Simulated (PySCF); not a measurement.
FH₃N₂SW, SMILES [NH]=[W]([NH2])([F])=[S], multiplicity 1.

The structure is a stationary point at PBE-D3(BJ)/def2-SVP. The spin state was assumed, not searched. The structure was generated by enumeration; whether it is a known compound was not checked. The def2 effective core potentials stand for the cores of W; spin–orbit coupling is left out. Other conformers were not sampled.

Level of theory: TDA-M06-2X/def2-SVPD in PySCF 2.14.0.

Vertical excitations. Gas-phase values at a fixed geometry.

```tsv
state	energy (eV)	λ (nm)	f	main pairs
S1	3.65	340	0.000	HOMO→LUMO 92 %
S2	4.05	306	0.001	HOMO→LUMO+1 54 %, HOMO−1→LUMO 42 %
S3	4.22	294	0.009	HOMO−1→LUMO+1 87 %
S4	4.74	261	0.008	HOMO−2→LUMO 66 %
S5	4.87	255	0.037	HOMO→LUMO+1 24 %, HOMO−1→LUMO 21 %, HOMO−2→LUMO+1 19 %, HOMO→LUMO+2 10 %
S6	5.12	242	0.002	HOMO−2→LUMO+1 24 %, HOMO−3→LUMO 20 %, HOMO→LUMO+2 19 %, HOMO−3→LUMO+1 11 %
S7	5.27	235	0.007	HOMO−3→LUMO+1 40 %, HOMO−2→LUMO+1 21 %, HOMO→LUMO+3 7 %, HOMO−2→LUMO 6 %
S8	5.42	229	0.010	HOMO→LUMO+3 18 %, HOMO→LUMO+2 17 %, HOMO−1→LUMO+2 15 %, HOMO−3→LUMO+1 11 %
S9	5.61	221	0.005	HOMO−1→LUMO+2 44 %, HOMO−3→LUMO+1 14 %, HOMO−1→LUMO+4 9 %, HOMO→LUMO+3 8 %
S10	5.67	219	0.008	HOMO−1→LUMO+3 48 %, HOMO→LUMO+5 18 %, HOMO−1→LUMO+2 10 %
T1	3.35	370	0	HOMO−1→LUMO 69 %, HOMO→LUMO+1 18 %
T2	3.43	361	0	HOMO→LUMO 93 %
T3	3.68	337	0	HOMO→LUMO+1 73 %, HOMO−1→LUMO 19 %
T4	3.89	319	0	HOMO−1→LUMO+1 93 %
```
Triplets are in the Tamm–Dancoff approximation.
